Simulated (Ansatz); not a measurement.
A run on CH5GeO2, SMILES `[CH3][Ge]([OH])[OH]` radical with other settings.

```yaml
crystal:
  periodic: [false, false, false]
  atoms:
    - {symbol: C, position_ang: [-0.000273, 1.128783, -0.896064]}
    - {symbol: Ge, position_ang: [0.420920, -0.059505, 0.592991]}
    - {symbol: O, position_ang: [1.013401, -1.559164, -0.188572]}
    - {symbol: O, position_ang: [-1.153430, -0.363129, 1.394937]}
    - {symbol: H, position_ang: [-0.762353, 0.632126, -1.500255]}
    - {symbol: H, position_ang: [-0.386179, 2.075775, -0.521640]}
    - {symbol: H, position_ang: [0.891854, 1.300642, -1.496674]}
    - {symbol: H, position_ang: [1.158957, -2.286311, 0.420783]}
    - {symbol: H, position_ang: [-1.094298, -0.915515, 2.177396]}
basis:
  gaussian: {orbitals: cc-pVTZ-DK, fitting: {mean_field: def2-universal-jkfit}}
magnetization: {spin_polarized: true, initial_magnetization: 1}
hamiltonian: {xc: {name: BHLYP}}
output: {forces: true}
```

```sh
$ ansatz run in.yaml --threads 4 --pin off --events-out ev --progress --plain --max-ram 10444MiB
```

Output, abridged:

```
Functional definition: BHLYP
585 factors; integrals over basis functions are off by at most 9.3e-1 eV
mean field evaluation 1: about -62316.5356 eV, gradient 5.3e1 eV
mean field evaluation 2: about -62311.1521 eV, gradient 6.6e1 eV
mean field evaluation 4: about -62326.5364 eV, gradient 2.3e0 eV
mean field evaluation 8: about -62326.5644 eV, gradient 5.6e-2 eV
mean field evaluation 16: about -62326.5645 eV, gradient 3.9e-5 eV
mean field -62326.56445712 eV, -2290.4589973364 hartree, gradient 1.0e-5 eV, S^2 0.755116; 0 other end points of the search recorded, 0 dependent functions left out
reference -62326.56461792 eV, -2290.4590032458 hartree; 30, 29 occupied and 173, 174 virtual orbitals, 585 factors
Total energy: -62326.56461792 eV, -2290.4590032458 hartree
Relativity: scalar
Atom 0 at    -0.000273     1.128783    -0.896064 Å, force    -0.058080     0.157371    -0.200659 eV/Å
Atom 1 at     0.420920    -0.059505     0.592991 Å, force    -0.188524    -0.224093    -0.097637 eV/Å
Atom 2 at     1.013401    -1.559164    -0.188572 Å, force    -0.047937    -0.141041     0.543315 eV/Å
Atom 3 at    -1.153430    -0.363129     1.394937 Å, force     0.361834    -0.290575     0.304961 eV/Å
Atom 4 at    -0.762353     0.632126    -1.500255 Å, force     0.225076     0.145027     0.180163 eV/Å
Atom 5 at    -0.386179     2.075775    -0.521640 Å, force     0.114529    -0.274210    -0.113146 eV/Å
Atom 6 at     0.891854     1.300642    -1.496674 Å, force    -0.262977    -0.045526     0.173925 eV/Å
Atom 7 at     1.158957    -2.286311     0.420783 Å, force    -0.067905     0.370909    -0.367760 eV/Å
Atom 8 at    -1.094298    -0.915515     2.177396 Å, force    -0.076016     0.302139    -0.423162 eV/Å
Dipole moment:     0.164527    -0.024701     0.287567 e Å
```

It took 4 s on 4 threads of an Arm Neoverse V1 on a shared host, with 0.44 GiB of host memory at the peak.
